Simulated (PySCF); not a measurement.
CH$_{3}$Cl$_{3}$Si, singlet, at a GFN2-xTB geometry.

Input for PySCF:
```python
from pyscf import gto, scf, mp

mol = gto.Mole()
mol.atom = '''
    C    -2.085393   -0.430024    0.057358
    Si   -0.225654   -0.046532    0.006206
    Cl    0.680406   -1.195024   -1.390628
    Cl    0.067757    1.900728   -0.455550
    Cl    0.609762   -0.425689    1.808829
    H    -2.266306   -1.469266    0.317442
    H    -2.594686    0.186602    0.792742
    H    -2.552211   -0.245996   -0.906287
'''
mol.basis = '6-31g*'
mol.charge = 0
mol.spin = 0
mol.verbose = 4
mol.build()

mf = scf.RHF(mol)
mf.kernel()

pt = mp.MP2(mf)
pt.kernel()
print('E(MP2) = %.10f' % pt.e_tot)
```

Predict the number of basis functions from MP2/6-31G* in PySCF.

92

Predict the SCF-reference dipole moment from MP2/6-31G*.

2.19 D

What is the computed SCF-reference HOMO-LUMO gap (MP2/6-31G*)?

16.86 eV

Give the total energy at the level MP2/6-31G*.

-1707.7611 Eh

Give the SCF-reference HOMO energy at the level MP2/6-31G*.

-12.56 eV

Give the SCF-reference Mulliken (on the basis functions themselves) charges in atom order at the level MP2/6-31G*.

C1 -0.80, Si2 1.01, Cl3 -0.28, Cl4 -0.28, Cl5 -0.28, H6 0.21, H7 0.21, H8 0.21
